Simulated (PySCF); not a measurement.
## Electric field gradients and quadrupole coupling constants

Species: C₃H₁₁NSSi.
Z-matrix (Å and degrees, GFN2-xTB geometry), rows numbered from 1:
```
C 
C   1  1.5161
S   2  1.8258  1  112.20
Si  3  2.1394  2  100.05  1   -83.53
N   4  1.7035  3  103.32  2  -173.30
C   5  1.4396  4  122.29  3  -175.64
H   1  1.0886  2  110.00  3  -175.85
H   1  1.0875  2  109.95  3   -56.03
H   1  1.0872  2  110.81  3    63.94
H   2  1.0894  1  110.61  3   117.06
H   2  1.0891  1  111.63  3  -121.39
H   4  1.4633  3  109.15  2   -57.07
H   4  1.4697  3  108.98  2    62.16
H   5  1.0086  4  118.80  3   -25.05
H   6  1.0875  5  108.61  4   -37.83
H   6  1.0904  5  110.30  4  -156.84
H   6  1.0954  5  112.55  4    81.80
```

Field gradients from the PBE0/pcSseg-1 density (PySCF, non-relativistic), principal values in atomic units, ordered |Vxx| ≤ |Vyy| ≤ |Vzz|:

```tsv
atom	Vxx	Vyy	Vzz
S3	0.2184	2.0663	-2.2847
N5	0.3647	0.7242	-1.0889
```

Q: Find the asymmetry η = (Vxx − Vyy)/Vzz and the couplings χ = eQV/h (234.96 MHz × Q in barn × V in au), with Q(33S) = −0.0678 b, Q(14N) = 0.02044 b.

A: 
| atom | environment | nucleus | η | χzz (MHz) | χxx (MHz) | χyy (MHz) |
| --- | --- | --- | --- | --- | --- | --- |
| S3 | sulfur bonded to C and Si | 33S | 0.81 | 36.40 | -3.48 | -32.92 |
| N5 | silicon-bound nitrogen | 14N | 0.33 | -5.23 | 1.75 | 3.48 |

The tensor is traceless: Vxx + Vyy + Vzz = 0.

Q: What is Vzz at S3 in SI units (1 au = 9.71736 × 10²¹ V/m²)?

A: -2.2847 au = -22.202 × 10²¹ V/m².

Were the hydrogens deuterons (Q(2H) = 0.00286 b), χzz would run from 104 kHz (H13) to 282 kHz (H14).

Geometry: GFN2-xTB, one conformer, isolated molecule. GFN2-xTB bond lengths can be off by several hundredths of an ångström, more for odd bonds, and the gradients follow them. These gradients aren't converged with respect to the basis.
